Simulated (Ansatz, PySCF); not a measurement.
This PySCF input computes a r2SCAN/def2-TZVPD energy:

```python
from pyscf import gto, scf, dft

mol = gto.M(
    atom='''
    B     0.12490355    0.00152673    0.00165422
    F    -0.01234210   -0.13899340    1.40736374
    C     1.41933303    0.08265623   -0.64326073
    C    -1.31298531    0.05309354   -0.71832685
    H     1.52675442    0.19049945   -1.72179615
    H     2.36702024    0.04248472   -0.10603574
    H    -1.92306983    0.89058084   -0.35049822
    H    -1.89943706   -0.85615341   -0.52280112
    H    -1.22279289    0.16139671   -1.80388807
    ''',
    basis='def2-tzvpd',
    charge=-1,
    spin=0,
    verbose=4,
)

mf = dft.RKS(mol, xc='r2scan').density_fit(auxbasis='def2-universal-jkfit')
mf.grids.level = 4
mf.conv_tol = 1e-9
mf.max_cycle = 100
mf.max_memory = 1500
mf.kernel()
if not mf.converged:
    mf = mf.newton()
    mf.kernel(mf.make_rdm1())
mf.analyze()
```

Question: Write an input for the same energy in Ansatz (a first-principles code) and say what it gives.

Answer: 
Ansatz 0.2 input:
```yaml
crystal:
  periodic: [false, false, false]
  atoms:
    - {symbol: B, position_ang: [0.12490355, 0.00152673, 0.00165422]}
    - {symbol: F, position_ang: [-0.01234210, -0.13899340, 1.40736374]}
    - {symbol: C, position_ang: [1.41933303, 0.08265623, -0.64326073]}
    - {symbol: C, position_ang: [-1.31298531, 0.05309354, -0.71832685]}
    - {symbol: H, position_ang: [1.52675442, 0.19049945, -1.72179615]}
    - {symbol: H, position_ang: [2.36702024, 0.04248472, -0.10603574]}
    - {symbol: H, position_ang: [-1.92306983, 0.89058084, -0.35049822]}
    - {symbol: H, position_ang: [-1.89943706, -0.85615341, -0.52280112]}
    - {symbol: H, position_ang: [-1.22279289, 0.16139671, -1.80388807]}
basis:
  gaussian:
    orbitals: def2-TZVPD
hamiltonian:
  xc: {name: r2SCAN}
total_charge: -1
output: {forces: true}
```
It gives -203.95848 Eh, and PySCF -203.95855 Eh, a difference of 0.07 mEh, from the treatment of integrals and grids.

It need not be the lowest isomer of its formula. Whether it binds its extra electron was not tested at this geometry.
